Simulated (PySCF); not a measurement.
A PySCF script (with the pyscf-properties extension) for the NMR shieldings of dibutylamine (SMILES CCCCNCCCC), on a PBE0-D3(BJ)/def2-SVP geometry:

```python
import basis_set_exchange as bse
import numpy as np
from pyscf import gto, dft
from pyscf.prop import nmr

atoms = """
C     4.376631    0.961041    0.360327
C     3.918266   -0.482321    0.203525
C     2.539220   -0.648772   -0.426071
C     1.389086   -0.099464    0.402512
N     0.114993   -0.405949   -0.203747
C    -1.028184    0.116737    0.504278
C    -2.328183   -0.222316   -0.203459
C    -3.570081    0.255426    0.534944
C    -4.865272   -0.075438   -0.188983
H     3.733482    1.527267    1.051398
H     5.403565    1.014002    0.752987
H     4.364243    1.489047   -0.607315
H     4.651895   -1.027887   -0.413242
H     3.928747   -0.982493    1.188381
H     2.336919   -1.716402   -0.611103
H     2.532746   -0.160621   -1.419309
H     1.414342   -0.562550    1.406473
H     1.528506    0.992471    0.573947
H     0.105009   -0.068737   -1.165082
H    -0.973442    1.219699    0.665461
H    -1.038812   -0.327311    1.516638
H    -2.314871    0.221390   -1.216969
H    -2.368918   -1.314788   -0.352972
H    -3.503115    1.346186    0.695068
H    -3.585255   -0.192855    1.544186
H    -4.975076   -1.162263   -0.333143
H    -5.745510    0.276811    0.369895
H    -4.896258    0.391613   -1.186635
"""
names = dict.fromkeys(["C", "N", "H"], "pcSseg-1")
basis = {el: gto.basis.parse(bse.get_basis(n, elements=[el], fmt="nwchem")) for el, n in names.items()}
mol = gto.M(atom=atoms, basis=basis, charge=0, verbose=0)
mf = dft.RKS(mol, xc="HYB_GGA_XC_WB97X_D")
mf.grids.level = 2
mf.grids.alignment = dft.numint.BLKSIZE   # the property module wants whole blocks of grid points
mf.conv_tol = 1e-9
mf.kernel()

calc = nmr.RKS(mf)   # GIAO
C = mf.mo_coeff
Co = C[:, mf.mo_occ > 0]
resp = mf.gen_response(singlet=True, hermi=2)
def vind(x):   # induced exchange potential for any number of trial vectors
    d = np.einsum("pi,xij,qj->xpq", C, 2 * x.reshape(-1, C.shape[1], Co.shape[1]), Co, optimize=True)
    return np.einsum("xpq,pi,qj->xij", resp(d - d.transpose(0, 2, 1)), C, Co, optimize=True).ravel()
mo1, _ = nmr.rhf.solve_mo1(calc, with_cphf=vind)
sigma = calc.kernel(mo1)
for i, s in enumerate(sigma):   # ppm
    w = np.linalg.eigvalsh((s + s.T) / 2)
    print("%2d %-2s iso %8.1f  s11 %8.1f  s22 %8.1f  s33 %8.1f" % (i, mol.atom_pure_symbol(i), w.mean(), *w))
```

**Question.** Give the expected output.

**Answer.** 
```
 0 C  iso    169.2  s11    155.9  s22    168.3  s33    183.5
 1 C  iso    161.4  s11    155.9  s22    157.9  s33    170.6
 2 C  iso    150.6  s11    137.1  s22    148.3  s33    166.3
 3 C  iso    133.1  s11    111.8  s22    121.8  s33    165.6
 4 N  iso    205.9  s11    156.4  s22    225.1  s33    236.2
 5 C  iso    130.4  s11    104.3  s22    121.8  s33    165.1
 6 C  iso    148.2  s11    126.1  s22    146.2  s33    172.3
 7 C  iso    161.2  s11    150.9  s22    160.0  s33    172.6
 8 C  iso    167.9  s11    156.6  s22    161.7  s33    185.4
 9 H  iso     30.3  s11     25.3  s22     30.4  s33     35.3
10 H  iso     30.3  s11     25.8  s22     27.4  s33     37.7
11 H  iso     30.7  s11     26.9  s22     28.7  s33     36.4
12 H  iso     29.9  s11     24.4  s22     28.7  s33     36.6
13 H  iso     30.1  s11     25.8  s22     29.2  s33     35.5
14 H  iso     29.6  s11     24.5  s22     29.9  s33     34.4
15 H  iso     30.4  s11     26.1  s22     30.9  s33     34.1
16 H  iso     29.3  s11     24.6  s22     30.3  s33     32.9
17 H  iso     28.7  s11     23.3  s22     29.2  s33     33.5
18 H  iso     32.2  s11     22.8  s22     35.5  s33     38.2
19 H  iso     28.9  s11     24.3  s22     29.7  s33     32.7
20 H  iso     29.0  s11     24.4  s22     30.1  s33     32.6
21 H  iso     30.4  s11     25.8  s22     31.9  s33     33.5
22 H  iso     29.9  s11     25.3  s22     31.0  s33     33.3
23 H  iso     30.2  s11     25.1  s22     30.5  s33     35.1
24 H  iso     30.2  s11     25.1  s22     30.4  s33     35.2
25 H  iso     30.4  s11     26.2  s22     28.7  s33     36.3
26 H  iso     30.2  s11     25.6  s22     27.4  s33     37.6
27 H  iso     30.5  s11     26.3  s22     28.8  s33     36.3
```

These numbers come from an equivalent density-fitted implementation of the same equations, which agrees with the script to about 0.01 ppm for H and up to a few tenths of a ppm for heavy atoms, so last digits may differ.

**Question.** Turn these shieldings into chemical shifts. Chemical shifts δ = σref − σ; TMS for 13C (σref 184.54), 1H (σref 31.38); 15N (σref 263.98) against NH3, all at this level.

**Answer.** Averaging equivalent atoms: C 3/5: 52.8; C 2/6: 35.1; C 1/7: 23.2; C 0/8: 16.0; N 4: 58.1; H 16/17/19/20: 2.41; H 14/15/21/22: 1.32; H 12/13/23/24: 1.24; H 9/10/11/25/26/27: 0.98; H 18: -0.79 ppm. Experimental scales use liquid or dissolved standards, which lie at an offset from isolated NH3 (liquid NH3: subtract about 20 ppm).

Size and cost of the density-fitted run: 248 basis functions, 72 s wall time on 1 thread of an Arm Neoverse V1, shared host.
